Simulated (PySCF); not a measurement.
Species: C3H10BN.
SMILES with atom numbers: `[CH3:1][NH:2][B:3]([CH3:4])[CH3:5]` (hydrogens: H6, H7, H8 on C1; H9 on N2; H10, H11, H12 on C4; H13, H14, H15 on C5)

Linear response at wB97X-D/def2-SVPD (PySCF, frozen core in the response, non-relativistic). Geometry: PBE0-D3(BJ)/def2-SVP; no solvent, vibrations or thermal averaging.

Static isotropic polarisability: 61.79 au (9.16 Å³), principal values 50.7, 62.0, 72.7 au.

(1) What is the polarisability at 1064 nm and at the sodium D line?

(2) What is the isotropic C6 coefficient between two such molecules, C6 = (3/π)∫α(iω)² dω?

(3) Which effective excitation energy ω̄ makes London's formula C6 = (3/4)α²ω̄ exact here?

(4) How many electrons N does the Slater–Kirkwood formula C6 = (3/4)·√N·α^(3/2) need to give this C6?

(5) What n − 1 at the D line would an ideal gas of it have at 273.15 K and 1 atm (2.6868 × 10¹⁹ cm⁻³), by n − 1 = 2π·N·α′?

(6) How anisotropic is the static polarisability, by Δα² = ½[(α1 − α2)² + (α2 − α3)² + (α3 − α1)²]?

## Answers

(1) 62.26 au at 1064 nm (+0.8 %), 63.35 au at 589.3 nm (+2.5 %). The rise at 589.3 nm is 3.35 times that at 1064 nm; a pure ω² law gives 3.26. The lowest singlet lies at 181 nm, shorter than both wavelengths.

(2) 1620 au (Eh·bohr⁶) by a ten-point quadrature over imaginary frequencies, which is 968 eV·Å⁶ or 93.4 J·nm⁶/mol.

(3) ω̄ = 4·C6/(3α²) = 0.566 Eh = 15.4 eV. A one-pole form α(ω) = α/(1 − ω²/ω̄²) fitted to the 1064 nm value gives 13.5 eV.

(4) N = (4·C6/3)²/α³ = 19.8; the species has 40 electrons in all.

(5) 15.85 × 10⁻⁴, a formal value whether or not that pressure can be reached.

(6) Δα = 19.1 au, or 0.31 of the isotropic value.

Shape of the structure used: `[CH3:1][NH:2][B:3]([CH3:4])[CH3:5]`: C1–N2–B3–C4 0°.

Note: wB97X-D ran without an empirical dispersion term, which enters the total energy and its gradient alone.
